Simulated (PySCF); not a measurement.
C2H5O, doublet, geometry from GFN2-xTB; HF/6-31G** in PySCF.

PySCF was given this input:
```python
from pyscf import gto, scf

mol = gto.Mole()
mol.atom = '''
    C     1.23502532    0.24455616    0.01838295
    C    -0.02845231   -0.48036327    0.20825019
    O    -1.17010918    0.18511102   -0.27092783
    H     1.25698436    1.18291950   -0.49910586
    H     2.15143949   -0.18706696    0.36554836
    H    -0.01490920   -1.44991849   -0.31657984
    H    -0.16026187   -0.72702926    1.28348887
    H    -1.11181731    1.11504965   -0.02572778
'''
mol.basis = '6-31g**'
mol.spin = 1
mol.verbose = 4
mol.build()

mf = scf.UHF(mol)
mf.diis_space = 2
mf.kernel()
```

Output, abridged:

```
PySCF version 2.14.0

[INPUT] verbose = 4
[INPUT] num. atoms = 8
[INPUT] num. electrons = 25
[INPUT] charge = 0
[INPUT] spin (= nelec alpha-beta = 2S) = 1
[INPUT] symmetry False subgroup None
[INPUT] Mole.unit = angstrom
[INPUT] Symbol           X                Y                Z      unit          X                Y                Z       unit  Magmom
[INPUT]  1 C      1.235025320000   0.244556160000   0.018382950000 AA    2.333859611703   0.462144164475   0.034738740862 Bohr   0.0
[INPUT]  2 C     -0.028452310000  -0.480363270000   0.208250190000 AA   -0.053767073511  -0.907755020601   0.393535824489 Bohr   0.0
[INPUT]  3 O     -1.170109180000   0.185111020000  -0.270927830000 AA   -2.211185886039   0.349809130439  -0.511979398223 Bohr   0.0
[INPUT]  4 H      1.256984360000   1.182919500000  -0.499105860000 AA    2.375356183262   2.235393882407  -0.943173382566 Bohr   0.0
[INPUT]  5 H      2.151439490000  -0.187066960000   0.365548360000 AA    4.065631409674  -0.353505321355   0.690786285684 Bohr   0.0
[INPUT]  6 H     -0.014909200000  -1.449918490000  -0.316579840000 AA   -0.028174304736  -2.739948849043  -0.598249194159 Bohr   0.0
[INPUT]  7 H     -0.160261870000  -0.727029260000   1.283488870000 AA   -0.302851042511  -1.373886185945   2.425442448227 Bohr   0.0
[INPUT]  8 H     -1.111817310000   1.115049650000  -0.025727780000 AA   -2.101030216451   2.107138453792  -0.048618457993 Bohr   0.0

nuclear repulsion = 75.4853992838709
number of shells = 33
number of NR pGTOs = 116
number of NR cGTOs = 67
basis = 6-31g**
ecp = {}

******** <class 'pyscf.scf.uhf.UHF'> ********
method = UHF
initial guess = minao
damping factor = 0
level_shift factor = 0
DIIS = <class 'pyscf.scf.diis.CDIIS'>
diis_start_cycle = 1
diis_space = 2
diis_damp = 0
SCF conv_tol = 1e-09
SCF conv_tol_grad = None
SCF max_cycles = 50
direct_scf = True
direct_scf_tol = 1e-13
number electrons alpha = 13  beta = 12
Set gradient conv threshold to 3.16228e-05
init E= -153.683461680332

cycle= 1 E= -153.376926168885  delta_E= 0.307  |g|= 0.372  |ddm|= 1.66
cycle= 2 E= -153.435542063109  delta_E= -0.0586  |g|= 0.193  |ddm|= 0.362
cycle= 3 E= -153.450663041255  delta_E= -0.0151  |g|= 0.0427  |ddm|= 0.141
cycle= 4 E= -153.452223269245  delta_E= -0.00156  |g|= 0.0166  |ddm|= 0.0456
cycle= 5 E= -153.452581131062  delta_E= -0.000358  |g|= 0.009  |ddm|= 0.0249
cycle= 6 E= -153.452673072363  delta_E= -9.19e-05  |g|= 0.00549  |ddm|= 0.0129
cycle= 7 E= -153.452695333791  delta_E= -2.23e-05  |g|= 0.00327  |ddm|= 0.00511
cycle= 8 E= -153.452706653183  delta_E= -1.13e-05  |g|= 0.00206  |ddm|= 0.00379
cycle= 9 E= -153.452712413348  delta_E= -5.76e-06  |g|= 0.00128  |ddm|= 0.00321
cycle= 10 E= -153.452714301457  delta_E= -1.89e-06  |g|= 0.000811  |ddm|= 0.00189
cycle= 11 E= -153.452714813788  delta_E= -5.12e-07  |g|= 0.000514  |ddm|= 0.000789
cycle= 12 E= -153.452715091313  delta_E= -2.78e-07  |g|= 0.000333  |ddm|= 0.0006
cycle= 13 E= -153.452715243873  delta_E= -1.53e-07  |g|= 0.000211  |ddm|= 0.000526
cycle= 14 E= -153.452715297229  delta_E= -5.34e-08  |g|= 0.000135  |ddm|= 0.00032
cycle= 15 E= -153.452715311735  delta_E= -1.45e-08  |g|= 8.7e-05  |ddm|= 0.000133
cycle= 16 E= -153.452715319668  delta_E= -7.93e-09  |g|= 5.71e-05  |ddm|= 0.0001
cycle= 17 E= -153.452715324162  delta_E= -4.49e-09  |g|= 3.66e-05  |ddm|= 8.89e-05
cycle= 18 E= -153.452715325832  delta_E= -1.67e-09  |g|= 2.36e-05  |ddm|= 5.64e-05
cycle= 19 E= -153.452715326285  delta_E= -4.53e-10  |g|= 1.55e-05  |ddm|= 2.34e-05
Extra cycle  E= -153.452715326549  delta_E= -2.64e-10  |g|= 1.03e-05  |ddm|= 1.92e-05
converged SCF energy = -153.452715326549  <S^2> = 0.76237725  2S+1 = 2.0123392
```
